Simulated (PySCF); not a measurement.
# Exercise with solution: chemical shift, span and skew from a shielding tensor

Al(H)(vinyl)(OH) (C₂H₅AlO), SMILES [OH][AlH][CH]=C. Atoms are numbered in the order given.

```xyz
9

Al    -0.6090     0.7020     0.0000
H     -1.9388     1.5710     0.0000
C     -0.5409    -1.2349     0.0000
C      0.6382    -1.8784     0.0000
H     -1.4465    -1.8581     0.0000
H      0.7163    -2.9738     0.0000
H      1.5906    -1.3340     0.0000
O      0.9175     1.4671     0.0000
H      1.0715     2.4124     0.0000
```
Charge 0, spin multiplicity 1.

Geometry optimised at PBE0-D3(BJ)/def2-SVP. One conformer was computed; it need not be the lowest.

GIAO shieldings from KT2/pcSseg-1 in PySCF, non-relativistic, no solvent. The symmetric part of the tensor of C3 has the principal values -58.8, 36.4, 168.6 ppm. The same nucleus in TMS has σ = 185.1 ppm at this level (PySCF, at its B3LYP-D3(BJ)/def2-TZVP geometry).

Task: Work out the isotropic shielding, the ¹³C shift against TMS, the span and the skew.

Result: 
σ(iso) = (σ11 + σ22 + σ33)/3 = 48.7 ppm. δ = σ(ref) − σ(iso) = 185.1 − (48.7) = 136.4 ppm.
Span Ω = σ33 − σ11 = 227.4 ppm. Skew κ = 3(σ(iso) − σ22)/Ω = 0.16. Tumbling in solution averages the tensor to δ; in a static solid the shielding alone would spread this spin-1/2 line over Ω.
